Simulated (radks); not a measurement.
Pd42+, 4 electrons, occupied as [He] 2s2. Method: Dirac Kohn-Sham, exchange-only PBE, spin-unpolarised, spherical densities, finite nucleus; Fermi nuclear charge, rms radius 4.5318 fm; computed with a radial shooting solver on a logarithmic mesh with Libxc functionals.

Normalised radial functions P(r) = r R(r) (large component), r in bohr:

r	1s1/2	2s1/2	2p1/2
0.002327	1.4683	0.5265	0.0313
0.002562	1.5901	0.5697	0.0360
0.00282	1.7200	0.6158	0.0415
0.003104	1.8584	0.6646	0.0478
0.003417	2.0053	0.7163	0.0553
0.003761	2.1606	0.7708	0.0639
0.00414	2.3242	0.8278	0.0740
0.004557	2.4959	0.8873	0.0858
0.004976	2.6599	0.9438	0.0984
0.005477	2.8453	1.0070	0.1143
0.006029	3.0367	1.0715	0.1328
0.006637	3.2327	1.1365	0.1543
0.007306	3.4316	1.2012	0.1794
0.008042	3.6316	1.2646	0.2086
0.008852	3.8303	1.3255	0.2424
0.009744	4.0248	1.3822	0.2816
0.01073	4.2118	1.4331	0.3268
0.01181	4.3876	1.4760	0.3789
0.013	4.5482	1.5087	0.4387
0.01419	4.6780	1.5273	0.5010
0.01562	4.7964	1.5327	0.5779
0.0172	4.8856	1.5195	0.6651
0.01893	4.9408	1.4842	0.7633
0.02083	4.9570	1.4237	0.8732
0.02293	4.9301	1.3344	0.9953
0.02525	4.8566	1.2134	1.1299
0.02779	4.7339	1.0579	1.2767
0.03059	4.5610	0.8659	1.4350
0.03367	4.3388	0.6364	1.6037
0.03677	4.0940	0.3933	1.7656
0.04047	3.7864	0.0942	1.9475
0.04455	3.4435	-0.2365	2.1313
0.04904	3.0742	-0.5929	2.3120
0.05398	2.6891	-0.9663	2.4838
0.05942	2.3000	-1.3456	2.6398
0.06541	1.9193	-1.7177	2.7726
0.072	1.5588	-2.0672	2.8743
0.07925	1.2288	-2.3779	2.9374
0.08724	0.9375	-2.6334	2.9547
0.09603	0.6899	-2.8184	2.9204
0.1049	0.5031	-2.9153	2.8406
0.1154	0.3418	-2.9343	2.7004
0.1271	0.2215	-2.8606	2.5079
0.1399	0.1361	-2.6987	2.2699
0.154	0.0790	-2.4603	1.9971
0.1695	0.0430	-2.1633	1.7034
0.1865	0.0218	-1.8301	1.4040
0.2053	0.0103	-1.4854	1.1145
0.226	0.0044	-1.1529	0.8489
0.2488	0.0017	-0.8523	0.6177
0.2717	0.0007	-0.6167	0.4417
0.2991	0.0002	-0.4101	0.2905
0.3292	0.0001	-0.2560	0.1799
0.3624	0.0000	-0.1492	0.1042
0.3989	0.0000	-0.0806	0.0561
0.4391	0.0000	-0.0401	0.0278

1s1/2: eigenvalue -28012 eV, 0 radial nodes, <r> = 0.0317 bohr, 90 % of the charge inside 0.0568 bohr. 2s1/2: eigenvalue -6689.8 eV, 1 radial node at r = 0.0416 bohr, <r> = 0.129 bohr, 90 % of the charge inside 0.199 bohr. 2p1/2 (empty): eigenvalue -6579.2 eV, 0 radial nodes, <r> = 0.108 bohr, 90 % of the charge inside 0.175 bohr.
